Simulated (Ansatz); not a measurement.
# Calibrating HF/def2-TZVPP on molecular compounds of Ti

The vertical ionisation energy (cation less neutral) in eV of 7 molecular compounds of Ti: x at HF/def2-TZVPP, y at CCSD(T)/def2-TZVPP. Shapes, held fixed at every level: PBE0-D4/def2-TZVP. Flexible molecules stand in one conformer, not always the lowest. Programs: Ansatz 0.2.0.

```
                                      molecule  x (eV)  y (eV)
  C3H10O3STi (SMILES C[O][Ti]([OH])([O]C)[S]C)    7.49    8.35
 CH9N3OTi (SMILES C[O][Ti]([NH2])([NH2])[NH2])    7.71       ?
C2H8ClNO2Ti (SMILES C[NH][Ti]([OH])([Cl])[O]C)    7.75    8.84
                                  Ti(OH)3(SeH)    8.05    8.88
                                Se(CH3)(TiCl3)    8.28    9.19
  CH4Cl2OSTi (SMILES C[S][Ti]([OH])([Cl])[Cl])    8.36    9.28
                                      Ti(OH)3I    8.71    9.38
```

Fit y = c + s·x to the known rows and predict y for CH9N3OTi.


1. Means of the 6 rows: x = 8.1067, y = 8.987.
2. Σ(Δx)² = 0.96893, Σ(Δx·Δy) = 0.79783, so the slope is 0.79783/0.96893 = 0.82341.
3. Intercept: 8.987 − (0.82341) × 8.1067 = 2.312. The largest residual of the fit is 0.15.
4. CH9N3OTi: 2.312 + 0.82341 × 7.71 = 8.66 eV.

CCSD(T)/def2-TZVPP gives 8.80 eV, so the prediction is off by -0.14 eV, within the largest residual. Uncorrected, HF/def2-TZVPP misses CH9N3OTi by -1.09 eV, and the other rows by 0.88 on average. The line removes about 85 % of this miss. Left out in turn, the other rows are missed by 0.16 eV on average, so much of the error is systematic among these molecules. Cations run unrestricted. For atoms past krypton def2 sets carry core potentials with scalar relativity. Relativity is left out for Se. Outer-core shells of I, Se, Ti are correlated, in sets that cover them unevenly.
